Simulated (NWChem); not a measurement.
System: SiBr2, singlet; SMILES Br[Si]Br

Computed with NWChem. Pople sets run with spherical d functions. Low-valent species are run as closed-shell singlets; no triplet was tried in these runs. Coordinates come from a PBE-D3(BJ)/def2-SVP optimisation. Level: PBE0/6-31G* with SMD (1 M gas to 1 M solution), gas-phase geometry. Reactions with the solvent are ignored.

Q: Order these by “cavity-dispersion-structure term (kcal/mol)”, lowest first: water; acetone; toluene.

A: toluene (-4.4), acetone (-3.7), water (-0.8)
